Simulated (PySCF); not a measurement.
## Bonding in `C=Cc1ccc(C)cp1`

Species: C₈H₉P.
Numbering: `[CH2:1]=[CH:2][c:3]1[cH:4][cH:5][c:6]([CH3:7])[cH:8][p:9]1` (hydrogens: H10, H11 on C1; H12 on C2; H13 on C4; H14 on C5; H15, H16, H17 on C7; H18 on C8)

Cartesian coordinates in Å at the GFN2-xTB level; atoms count from 1:
```xyz
18
C8H9P angstrom
C     -3.5879    0.3715    0.0510
C     -2.6816   -0.5806   -0.1445
C     -1.2327   -0.4493   -0.0737
C     -0.6068    0.7209    0.3422
C      0.7603    0.8950    0.4204
C      1.6896   -0.0890    0.0898
C      3.1533    0.2062    0.2399
C      1.2894   -1.3384   -0.3451
P     -0.3407   -1.8804   -0.5524
H     -4.6409    0.1632   -0.0300
H     -3.3291    1.3887    0.2917
H     -3.0211   -1.5795   -0.3987
H     -1.2311    1.5554    0.6321
H      1.1338    1.8523    0.7586
H      3.4809   -0.0550    1.2471
H      3.3547    1.2638    0.0847
H      3.7429   -0.3740   -0.4662
H      2.0583   -2.0644   -0.5851
```

Bond orders from the PBE0/pcSseg-1 density (PySCF). The structure is a single GFN2-xTB conformer in the gas phase; no vibrational or solvent corrections. GFN2-xTB frequencies show an imaginary mode (21i cm⁻¹), so this geometry is no minimum at that level.

(1) Where do the orders between heavy atoms depart from those drawn in the SMILES?

(2) Set the Mayer orders of the bonds beside their lengths.

Results:

(1) The largest departure is 0.234, at P9–C3 (drawn aromatic, 1.266), counting aromatic bonds as 1.5. The bonds drawn aromatic range from 1.27 to 1.52.

(2) 
```
  bond  drawn as  length (Å)  Mayer order
 C1–C2    double       1.329        1.933
 C2–C3    single       1.457        1.116
 C3–C4  aromatic       1.391        1.362
 C4–C5  aromatic       1.380        1.518
 C5–C6  aromatic       1.393        1.350
 C6–C7    single       1.501        1.069
 C6–C8  aromatic       1.382        1.459
 C8–P9  aromatic       1.730        1.327
 P9–C3  aromatic       1.753        1.266
C1–H10    single       1.076        0.940
C1–H11    single       1.077        0.941
C2–H12    single       1.085        0.944
C4–H13    single       1.082        0.943
C5–H14    single       1.082        0.951
C7–H15    single       1.091        0.943
C7–H16    single       1.088        0.955
C7–H17    single       1.088        0.952
C8–H18    single       1.084        0.932
```

Bonds between the same two heavy elements. C–C: lowest C6–C7 (1.069, 1.501 Å), highest C1–C2 (1.933, 1.329 Å). C–P: lowest P9–C3 (1.266, 1.753 Å), highest C8–P9 (1.327, 1.730 Å).

Question: Sum the orders of all bonds at each heavy atom with more than one neighbour and set the sums beside the valence in the SMILES.

Answer: C1 3.814 (drawn 4), C2 3.993 (drawn 4), C3 3.744 (drawn 4), C4 3.823 (drawn 4), C5 3.819 (drawn 4), C6 3.878 (drawn 4), C7 3.919 (drawn 4), C8 3.718 (drawn 4), P9 2.593 (drawn 3). Orders between atoms that aren't bonded are not in these sums.

For a closed shell the Mayer order of atoms A and B is Σ (PS)μν (PS)νμ over the basis functions μ on A and ν on B, with P the density and S the overlap matrix.
